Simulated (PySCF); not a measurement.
**What PySCF settings do for PbO**

Base input, run as `python input.py` with PySCF 2.14:

```python
from pyscf import gto, dft

mol = gto.M(
    atom='Pb 0 0 0; O 0 0 1.995',
    basis='def2-svpd',
    ecp={'Pb': 'def2-svpd'},
    charge=0,
    spin=0,
    verbose=4,
)
mf = dft.RKS(mol, xc='m062x')
mf.kernel()
mf.stability(internal=True, external=True)
mf.dip_moment()
print('orbital energies (hartree):', mf.mo_energy[..., max(0, mol.nelec[1]-3):mol.nelec[0]+3].round(4))
```

Base result: E(SCF) = -267.842080 Eh, 11 cycles, μz(SCF) = -5.99 D, internal stable; real -> complex stable; RHF/RKS -> UHF/UKS stable. The bond length is a typed value, not an optimised one.

Wall time 25 s on one thread of a shared host.

Each row names what differs from the base; energies in brackets are changes from the base.

| change | result |
| --- | --- |
| geometry: bond 1.995 → bond 1.935 | E(SCF) = -267.844448 Eh (-0.0644 eV), 11 cycles, μz(SCF) = -5.61 D, internal stable; real -> complex stable; RHF/RKS -> UHF/UKS stable |
| point-group symmetry: off → on | E(SCF) = -267.842080 Eh (+0.0000 eV), 11 cycles, μz(SCF) = -5.99 D, internal stable; real -> complex stable; RHF/RKS -> UHF/UKS stable (rotations that keep the point group only) |
| functional: m062x → pbe | E(SCF) = -267.984647 Eh, 12 cycles, μz(SCF) = -4.87 D, internal stable; real -> complex stable; RHF/RKS -> UHF/UKS stable |
| spin-free X2C: off → on [unsound on purpose] | stops with NotImplementedError |
| electric field along z (a.u.): none → 0.05 [may be another electronic state] | E(SCF) = -267.812718 Eh (+0.7990 eV), 12 cycles, μz(SCF) = 4.65 D, internal stable; real -> complex stable; RHF/RKS -> UHF/UKS unstable |
| functional: m062x → o3lyp | E(SCF) = -268.208872 Eh, 10 cycles, μz(SCF) = -5.27 D, internal stable; real -> complex stable; RHF/RKS -> UHF/UKS stable |
| step after the SCF: stability → mp2; SCF type: RKS → RHF; functional: m062x → none (Hartree–Fock); frozen orbitals: default → 5 | E(SCF) = -266.578042 Eh, 11 cycles, E(MP2) − E(SCF) = -0.34169 Eh, μz(SCF) = -6.76 D |

Question: Order these changes by how far they move the SCF energy from the base, largest first: (1) electric field along z (a.u.): none → 0.05; (2) geometry: bond 1.995 → bond 1.935; (3) point-group symmetry: off → on.

Answer: (1) +0.7990 eV, (2) -0.0644 eV, (3) +0.0000 eV.
